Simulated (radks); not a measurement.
The numbers below are computed, except where a source is named.
The boron ion B2+ inside a hard spherical wall (all orbitals vanish at R), configuration held at [He] 2s1 and not refilled when levels cross. Code: a radial shooting solver on a logarithmic mesh with Libxc functionals. Model: scalar-relativistic Kohn-Sham, LDA (Slater exchange, Perdew-Wang correlation), spin-unpolarised, spherical densities, point nucleus; without spin polarisation the odd electron is poorly described. Eigenvalues in eV, with the zero of energy where the potential of the charges vanishes at infinity; a dash marks a level that is unbound or too diffuse for the functional's potential to be trusted. A positive occupied level is held by the wall or, in an anion where self-interaction has pushed it up, behind a barrier. The pressure on the wall is -dE/dV.

R (bohr)  E (hartree)  kinetic (hartree)    e(1s)    e(2s)  e(2p, empty)  e(3s, empty)  pressure (GPa)
free        -23.11513             22.995  -209.13  -31.333       -25.512       -10.268               0
15          -23.11513             22.995  -209.13  -31.333       -25.512       -10.268        < 0.0001
12          -23.11513             22.995  -209.13  -31.333       -25.512       -10.266        < 0.0001
8           -23.11513             22.995  -209.13  -31.333       -25.512       -10.036        < 0.0001
7           -23.11512             22.995  -209.13  -31.333       -25.512        -9.606        0.000851
5           -23.11406             23.006  -209.06  -31.274       -25.432        -5.326           0.240
3           -23.02286             23.474  -206.90  -27.965       -22.202        30.393            49.8
2.5         -22.85606             24.069  -204.71  -22.630       -17.781        63.558             201
1.5         -20.80436             29.107  -192.65   37.496        22.135        302.86            5850
